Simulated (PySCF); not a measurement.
This PySCF input asks for the NMR shieldings of SMILES CSC[C@@H](S)CS, C$_{4}$H$_{10}$S$_{3}$; the geometry comes from GFN2-xTB.

```python
import basis_set_exchange as bse
import numpy as np
from pyscf import gto, dft
from pyscf.prop import nmr

atoms = """
C    -2.503028   -0.751470   -0.633811
S    -1.982768   -0.327254    1.051594
C    -0.176418   -0.469960    0.885995
C     0.461278    0.676769    0.118299
S     0.268604    2.267774    1.027116
C     1.949574    0.455915   -0.079897
S     2.224923   -1.007214   -1.155444
H    -3.584773   -0.832345   -0.609792
H    -2.208380    0.029871   -1.328013
H    -2.063083   -1.703492   -0.916264
H     0.208209   -0.504303    1.905728
H     0.039596   -1.417009    0.387927
H    -0.020041    0.800325   -0.856428
H    -0.993364    2.027218    1.380206
H     2.441959    0.281657    0.877673
H     2.393879    1.321085   -0.571614
H     3.536835   -0.835535   -1.274650
"""
names = dict.fromkeys(["C", "S", "H"], "pcSseg-1")
basis = {el: gto.basis.parse(bse.get_basis(n, elements=[el], fmt="nwchem")) for el, n in names.items()}
mol = gto.M(atom=atoms, basis=basis, charge=0, verbose=0)
mf = dft.RKS(mol, xc="PBE0")
mf.grids.level = 2
mf.grids.alignment = dft.numint.BLKSIZE   # the property module wants whole blocks of grid points
mf.conv_tol = 1e-9
mf.kernel()

calc = nmr.RKS(mf)   # GIAO
C = mf.mo_coeff
Co = C[:, mf.mo_occ > 0]
resp = mf.gen_response(singlet=True, hermi=2)
def vind(x):   # induced exchange potential for any number of trial vectors
    d = np.einsum("pi,xij,qj->xpq", C, 2 * x.reshape(-1, C.shape[1], Co.shape[1]), Co, optimize=True)
    return np.einsum("xpq,pi,qj->xij", resp(d - d.transpose(0, 2, 1)), C, Co, optimize=True).ravel()
mo1, _ = nmr.rhf.solve_mo1(calc, with_cphf=vind)
sigma = calc.kernel(mo1)
for i, s in enumerate(sigma):   # ppm
    print("%2d %-2s %9.2f" % (i, mol.atom_pure_symbol(i), np.trace(s) / 3))
```

**Question.** What does it print?

**Answer.** 
```
 0 C     167.69
 1 S     565.06
 2 C     138.04
 3 C     143.04
 4 S     564.48
 5 C     153.03
 6 S     621.05
 7 H      29.84
 8 H      29.35
 9 H      29.90
10 H      29.70
11 H      28.65
12 H      28.67
13 H      27.59
14 H      29.05
15 H      28.71
16 H      29.94
```

These numbers come from an equivalent density-fitted implementation of the same equations, which agrees with the script to about 0.01 ppm for H and up to a few tenths of a ppm for heavy atoms, so last digits may differ.

**Question.** Turn these shieldings into chemical shifts. References, each an isolated molecule treated in the same way: TMS for $^{13}$C (186.93 ppm) and $^{1}$H (31.72 ppm); $^{33}$S (503.73 ppm) against CS2.

**Answer.** Averaging equivalent atoms: C 2: 48.9; C 3: 43.9; C 5: 33.9; C 0: 19.2; S 4: -61; S 1: -61; S 6: -117; H 13: 4.13; H 11: 3.06; H 12: 3.05; H 15: 3.00; H 14: 2.67; H 7/8/9: 2.02; H 10: 2.02; H 16: 1.78 ppm. 

Size and cost of the density-fitted run: 190 basis functions, 53 s wall time on 1 thread of an Arm Neoverse N1, shared host; peak memory 0.85 GiB.
